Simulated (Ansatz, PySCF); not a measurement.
Al(Me)(OMe)(SH) (C2H7AlOS), SMILES C[O][Al]([CH3])[SH]. Atoms are numbered in the order given.

```xyz
12

Al    -0.5169     0.2296     0.0349
C     -2.0886     0.8932     0.9794
H     -3.0152     0.6124     0.4528
H     -2.0695     1.9930     1.0714
H     -2.1438     0.4866     2.0043
O     -0.7022    -0.6672    -1.3959
C      0.0674    -1.3172    -2.3690
H     -0.2022    -2.3872    -2.4147
H     -0.1267    -0.8781    -3.3635
H      1.1532    -1.2468    -2.1707
S      1.5464     0.5784     0.7237
H      1.1633     1.2822     1.8143
```

Geometry: TPSSh-D3(BJ)/def2-SVP. The structure was generated by enumeration; whether it is a known compound was not checked. One conformer was computed; it need not be the lowest.

Two levels are set side by side: PBE-D3(BJ)/def2-SVP (Ansatz, an electronic-structure program) and TPSSh-D3(BJ)/def2-SVP (PySCF). Each level has its own optimised geometry; the coordinates shown are those of the second. Frequencies come from the Hessian of PySCF at each geometry. Differences are taken from unrounded values.

| quantity | TPSSh-D3(BJ) | PBE-D3(BJ) | PBE-D3(BJ) minus TPSSh-D3(BJ) |
|---|---|---|---|
| mean bond length (Å) | 1.385 | 1.392 | 0.007 |
| bond Al1–C2 (Å) | 1.950 | 1.951 | 0.001 |
| bond Al1–O6 (Å) | 1.699 | 1.713 | 0.015 |
| bond Al1–S11 (Å) | 2.203 | 2.211 | 0.008 |
| bond O6–C7 (Å) | 1.401 | 1.402 | 0.001 |
| bond C2–H3 (Å) | 1.102 | 1.109 | 0.006 |
| bond C2–H4 (Å) | 1.104 | 1.110 | 0.006 |
| bond C2–H5 (Å) | 1.104 | 1.110 | 0.006 |
| bond C7–H8 (Å) | 1.104 | 1.114 | 0.009 |
| bond C7–H9 (Å) | 1.104 | 1.114 | 0.009 |
| bond C7–H10 (Å) | 1.106 | 1.116 | 0.010 |
| bond S11–H12 (Å) | 1.353 | 1.363 | 0.010 |
| highest harmonic wavenumber (cm⁻¹) | 3124 | 3082 | -41 |
| mean harmonic wavenumber (cm⁻¹) | 1272 | 1235 | -36 |
| zero-point energy (kcal/mol) | 54.53 | 52.98 | -1.55 |

GGA bonds tend to be longer and softer than those of functionals with exact exchange. Differences between two approximate levels are no errors against the true value.
